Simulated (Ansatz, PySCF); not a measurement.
Process, species as SMILES: CCCCl [1-chloropropane] + 3 [H][H] (H2) → 3 C (CH4) + Cl (HCl)
Geometries: B3LYP-D3(BJ)/def2-TZVP minima from Ansatz (an electronic-structure program), one conformer each, not searched for the lowest.

Wanted: energy of full hydrogenation (enthalpy at 298 K, with B3LYP-D3(BJ) rigid-rotor harmonic-oscillator terms from PySCF), in eV. Correlated levels leave the core frozen unless marked. Spin-orbit coupling is left out. No relativistic terms. Basis-set limits of correlation are two-point, X^-3; Hartree-Fock from the larger set. [CCSD(T)-MP2]/basis is that difference in the basis named.

| level | program | energy of full hydrogenation (eV) |
|---|---|---|
| B3LYP-D3(BJ)/def2-TZVPD | Ansatz + dftd3 | -1.92 |
| PBE0-D3(BJ)/def2-TZVP | Ansatz + dftd3 | -1.89 |
| r2SCANh/def2-TZVPD | Ansatz | -1.93 |
| M06-2X/def2-TZVPD | PySCF | -1.76 |
| LC-wPBE-D3(BJ)/def2-TZVPD | Ansatz + dftd3 | -1.93 |
| MP2/cc-pV(D+d)Z | Ansatz | -1.87 |
| RI-MP2/CBS(cc-pV(T+d)Z,cc-pV(Q+d)Z)+[CCSD(T)-MP2]/cc-pV(T+d)Z | Ansatz | -1.90 |
